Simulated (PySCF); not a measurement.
NICS in isomers of C7H10NP.

Definitions: NICS(0) = −σiso at the ring centroid; NICS(1) = −σiso and NICS(1)zz = −σzz at ±1 Å along the ring normal z. Level: GIAO PBE0/pcSseg-1 (PySCF, non-relativistic, gas phase) on the GFN2-xTB geometries, one conformer each. Atom numbers follow the mapped SMILES.

Question: Order these rings by mean NICS(1)zz, lowest (most negative) first (ppm).
A. ring C4–C5–C6–C7–C8–N9 in `[CH3:1][P:2]([CH3:3])[c:4]1[cH:5][cH:6][cH:7][cH:8][n:9]1`
B. ring N5–C6–C7–C8–C9 in `[CH3:1][CH2:2]/[CH:3]=[P:4]\[n:5]1[cH:6][cH:7][cH:8][cH:9]1`
C. ring C4–C5–C6–C7–P8–C9 in `[CH3:1][N:2]([CH3:3])[c:4]1[cH:5][cH:6][cH:7][p:8][cH:9]1`
D. ring P3–C5–C6–C7–C8–C9 in `[CH2:1]=[CH:2][P:3]1(=[NH:4])[CH:5]=[CH:6][CH2:7][CH:8]=[CH:9]1`
E. ring C2–C3–N4–C5–P9 in `[CH3:1][c:2]1[cH:3][nH:4][c:5]([CH:6]2[CH2:7][CH2:8]2)[p:9]1`

Answer: B (-28.8), A (-27.0), E (-24.9), C (-23.5), D (0.6).

```json
{"SMILES": "CC/C=P\\n1cccc1", "ring": "5-membered ring with N; formal bonds all aromatic", "NICS(0)": "-12.6", "NICS(1)": "-10.5", "NICS(1)zz": "-28.8", "HOMA": "0.84", "rms pucker (Å)": "0.01", "ring atoms with four or more neighbours": "0"}
{"SMILES": "CP(C)c1ccccn1", "ring": "6-membered ring with N; formal bonds all aromatic", "NICS(0)": "-6.6", "NICS(1)": "-10.9", "NICS(1)zz": "-27.0", "HOMA": "0.99", "rms pucker (Å)": "0.00", "ring atoms with four or more neighbours": "0"}
{"SMILES": "Cc1c[nH]c(C2CC2)p1", "ring": "5-membered ring with N and P; formal bonds all aromatic", "NICS(0)": "-12.1", "NICS(1)": "-10.4", "NICS(1)zz": "-24.9", "HOMA": "0.79", "rms pucker (Å)": "0.00", "ring atoms with four or more neighbours": "0"}
{"SMILES": "CN(C)c1cccpc1", "ring": "6-membered ring with P; formal bonds all aromatic", "NICS(0)": "-7.1", "NICS(1)": "-9.7", "NICS(1)zz": "-23.5", "HOMA": "0.94", "rms pucker (Å)": "0.00", "ring atoms with four or more neighbours": "0"}
{"SMILES": "C=CP1(=N)C=CCC=C1", "ring": "6-membered ring with P; formal bonds 2 double, 4 single", "NICS(0)": "1.1", "NICS(1)": "-1.5", "NICS(1)zz": "0.6", "HOMA": "–", "rms pucker (Å)": "0.02", "ring atoms with four or more neighbours": "2"}
```

NICS(0) gives another order. The isotropic NICS(1) gives another order. Over the 4 rings with a HOMA value its correlation coefficient with NICS(1)zz is 0.10. HOMA uses Krygowski's 1993 parameters; it is left out where a ring has a four-coordinate atom, a triple bond, no multiple bond or a kind of bond without parameters. NICS(1) and NICS(1)zz are means over the two faces.
